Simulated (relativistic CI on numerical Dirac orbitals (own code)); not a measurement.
## What each ingredient does to the levels of Tl31+

Base calculation: Dirac-Coulomb-Breit CI, KLI orbitals optimised for each configuration, model QED, unscaled Slater integrals.

Configurations in the expansion (outside the closed core [Ar] 3d10): 4s2 4p6 4d10 4f4, 4s2 4p6 4d9 4f5, 4s2 4p6 4d10 4f3 5s, 4s2 4p6 4d10 4f3 5p, 4s2 4p6 4d10 4f2 5s2, 4s2 4p5 4d10 4f5, 4s2 4p6 4d10 4f2 5s 5p, 4s2 4p6 4d10 4f3 5d, 4s2 4p6 4d10 4f2 5p2, 4s2 4p6 4d10 4f2 5s 5d, 4s 4p6 4d10 4f5, 4s2 4p6 4d9 4f4 5s, 4s2 4p6 4d9 4f3 5s2, 4s2 4p6 4d10 4f2 5p 5d, 4s2 4p6 4d10 4f3 5f, 4s2 4p6 4d10 4f3 6s, 4s2 4p6 4d10 4f2 5d2, 4s2 4p6 4d10 4f3 5g, 4s2 4p6 4d10 4f3 6d. Levels of other configurations are missing.

Variants: (1) only the first configuration. Shifts of the energy above 4s2 4p6 4d10 4f4 5I_4, in cm⁻¹, for the lowest level and the first level of each name with at least 55 % of one term (blank where a level changes its place among those of its configuration and J or its character, or is not in the variant):

```csv
Level,Base,Δ(1)
4s2 4p6 4d10 4f4 5I_4,0.0,0.0
4s2 4p6 4d10 4f4 5I_5,30603.6,-216.0
4s2 4p6 4d10 4f4 5I_6,51936.6,-152.9
4s2 4p6 4d10 4f4 5F_1,63801.3,+1083.6
4s2 4p6 4d10 4f4 3K_6,91867.8,+237.4
4s2 4p6 4d10 4f4 5F_4,103010.2,+1384.0
4s2 4p6 4d10 4f4 5G_4,117624.6,+1606.6
4s2 4p6 4d10 4f4 3P_1,128168.0,+1755.9
4s2 4p6 4d10 4f4 3L_8,134088.9,+88.2
4s2 4p6 4d10 4f4 5D_1,134803.9,+3059.7
4s2 4p6 4d10 4f4 3M_9,134851.2,-131.0
4s2 4p6 4d10 4f4 3P_0,139214.7,+2298.5
4s2 4p6 4d10 4f4 5D_2,152867.9,+3336.8
4s2 4p6 4d10 4f4 3M_10,160909.2,+35.7
```

At this charge energies of transitions that change n are usually good to better than 1 %, and those within a shell (Δn = 0) to a few per cent. Terms inside the open d or f shell come out 10 to 20 % too wide with unscaled integrals.

Ionisation energy from the two ground configurations alone: base 1153.38 eV. The NIST ASD value (theoretical) is 1170 eV.

LS names give the leading component of a level, which can be under half, so a name can repeat, a term be missing and a line seem to break the LS rules.
